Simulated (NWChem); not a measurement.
All runs are NWChem calculations. System: arsenic trifluoride (AsF3), charge 0, spin multiplicity 1, at a geometry optimised with PBE0/def2-SVP. Level: RHF/6-31G* (spherical d).

Output (cleaned and shortened):

```
             Northwest Computational Chemistry Package (NWChem) 7.3.0
             --------------------------------------------------------

                                NWChem Input Module
                                -------------------

 Scaling coordinates for geometry "geometry" by  1.889725989
 (inverse scale =  0.529177249)

 Turning off AUTOSYM since
 SYMMETRY directive was detected!

                             Geometry "geometry" -> ""
                             -------------------------

 Output coordinates in angstroms (scale by  1.889725989 to convert to a.u.)

  No.       Tag          Charge          X              Y              Z
 ---- ---------------- ---------- -------------- -------------- --------------
    1 F                    9.0000     0.73892500    -0.48917500     1.28176300
    2 As                  33.0000     0.00089600     0.39887600     0.00000000
    3 F                    9.0000     0.73892500    -0.48917500    -1.28176300
    4 F                    9.0000    -1.48113400    -0.48419400     0.00000000

 Effective nuclear repulsion energy (a.u.)     323.4651667098

            Nuclear Dipole moment (a.u.)
            ----------------------------
        X                 Y               Z
 ---------------- ---------------- ----------------
     0.0000226767     0.0000226767     0.0000000000

      Symmetry information
      --------------------

 Group name             Cs
 Group number              2
 Group order               2
 No. of unique centers     3

      Symmetry unique atoms

     1    2    4


 Summary of "ao basis" -> "" (spherical)
 ------------------------------------------------------------------------------
       Tag                 Description            Shells   Functions and Types
 ---------------- ------------------------------  ------  ---------------------
 *                           6-31g*                   on all atoms

 Summary of "ao basis" -> "ao basis" (spherical)
 ------------------------------------------------------------------------------
       Tag                 Description            Shells   Functions and Types
 ---------------- ------------------------------  ------  ---------------------
 F                           6-31g*                  6       14   3s2p1d
 As                          6-31g*                 12       32   5s4p3d

                                 NWChem SCF Module
                                 -----------------
[...]
              MO Center= -1.1D-03, -4.8D-01, -9.9D-16, r^2= 2.6D+00
   Bfn.  Coefficient  Atom+Function         Bfn.  Coefficient  Atom+Function
  ----- ------------  ---------------      ----- ------------  ---------------
    65      0.384289  4 F  pz                 3      0.332808  1 F  px
    49     -0.332808  3 F  px                69      0.287531  4 F  pz
     7      0.249013  1 F  px                53     -0.249013  3 F  px
     5     -0.192145  1 F  pz                51     -0.192145  3 F  pz

 Vector   30  Occ=2.000000D+00  E=-4.824590D-01  Symmetry=a'
              MO Center=  1.3D-03,  5.6D-01,  9.7D-14, r^2= 2.2D+00
   Bfn.  Coefficient  Atom+Function         Bfn.  Coefficient  Atom+Function
  ----- ------------  ---------------      ----- ------------  ---------------
    24      0.526096  2 As s                 26     -0.464934  2 As py
    28     -0.298444  2 As s                 20     -0.234380  2 As s
     4      0.214834  1 F  py                50      0.214834  3 F  py
    64      0.214477  4 F  py                22      0.192046  2 As py
     8      0.182124  1 F  py                54      0.182124  3 F  py

 Vector   31  Occ=0.000000D+00  E= 9.949127D-02  Symmetry=a'
              MO Center=  1.1D-01,  6.1D-01, -2.8D-11, r^2= 3.2D+00
   Bfn.  Coefficient  Atom+Function         Bfn.  Coefficient  Atom+Function
  ----- ------------  ---------------      ----- ------------  ---------------
    29      0.814189  2 As px                25      0.485897  2 As px
    66      0.360853  4 F  s                 21     -0.204618  2 As px
     6     -0.180428  1 F  s                 52     -0.180428  3 F  s
    68      0.158925  4 F  py                64      0.150029  4 F  py

 Vector   32  Occ=0.000000D+00  E= 9.949217D-02  Symmetry=a"
              MO Center= -1.0D-01,  6.1D-01, -3.4D-11, r^2= 3.2D+00
   Bfn.  Coefficient  Atom+Function         Bfn.  Coefficient  Atom+Function
  ----- ------------  ---------------      ----- ------------  ---------------
    31      0.814193  2 As pz                27      0.485898  2 As pz
     6     -0.312511  1 F  s                 52      0.312511  3 F  s
    23     -0.204618  2 As pz                69     -0.167198  4 F  pz

 Vector   33  Occ=0.000000D+00  E= 1.967843D-01  Symmetry=a'
              MO Center=  9.8D-04,  4.3D-01, -1.2D-13, r^2= 3.9D+00
   Bfn.  Coefficient  Atom+Function         Bfn.  Coefficient  Atom+Function
  ----- ------------  ---------------      ----- ------------  ---------------
    30      0.985272  2 As py                24      0.855327  2 As s
     6      0.298121  1 F  s                 52      0.298121  3 F  s
    66      0.298127  4 F  s                 67      0.230573  4 F  px
    20     -0.223120  2 As s                  9     -0.199682  1 F  pz
    55      0.199682  3 F  pz                63      0.186198  4 F  px

 center of mass
 --------------
 x =   0.00006789 y =   0.03006032 z =   0.00000000

 moments of inertia (a.u.)
 ------------------
         313.749286205849           0.296184718757           0.000000000000
           0.296184718757         445.847931635240           0.000000000000
           0.000000000000           0.000000000000         313.745800210605

  Mulliken analysis of the total density
  --------------------------------------

    Atom       Charge   Shell Charges
 -----------   ------   -------------------------------------------------------
    1 F    9     9.51   2.00  0.93  3.27  1.05  2.25  0.01
    2 As  33    31.47   2.00  2.00  6.00  2.00  5.99  1.43  1.41  0.26  0.14  6.96  2.94  0.34
    3 F    9     9.51   2.00  0.93  3.27  1.05  2.25  0.01
    4 F    9     9.51   2.00  0.93  3.27  1.05  2.25  0.01

       Multipole analysis of the density wrt the origin
       ------------------------------------------------

     L   x y z        total         open         nuclear
     -   - - -        -----         ----         -------
     0   0 0 0     -0.000000      0.000000     60.000000

     1   1 0 0      0.002508      0.000000      0.000023
     1   0 1 0      1.118248      0.000000      0.000023
     1   0 0 1      0.000000      0.000000      0.000000

     2   2 0 0    -24.949875      0.000000    105.603623
     2   1 1 0      0.004132      0.000000     -0.143363
     2   1 0 1      0.000000      0.000000      0.000000
     2   0 2 0    -23.107396      0.000000     41.665828
     2   0 1 1     -0.000000      0.000000      0.000000
     2   0 0 2    -24.949947      0.000000    105.605281

 Task  times  cpu:        1.0s     wall:        1.0s

 Total times  cpu:        1.0s     wall:        1.0s
```

Question: Write an NWChem input that would produce this output.

Answer: One answer among several that fit: 
```
start mol
memory heap 200 mb stack 900 mb global 1100 mb
geometry units angstroms nocenter noautoz
  F      0.738925    -0.489175     1.281763
  As     0.000896     0.398876     0.000000
  F      0.738925    -0.489175    -1.281763
  F     -1.481134    -0.484194     0.000000
  symmetry group Cs
end
basis spherical
  * library 6-31g*
end
scf
  rhf
  nopen 0
  maxiter 100
  thresh 1e-7
  semidirect memsize 60000000 filesize 0
end
task scf energy
```
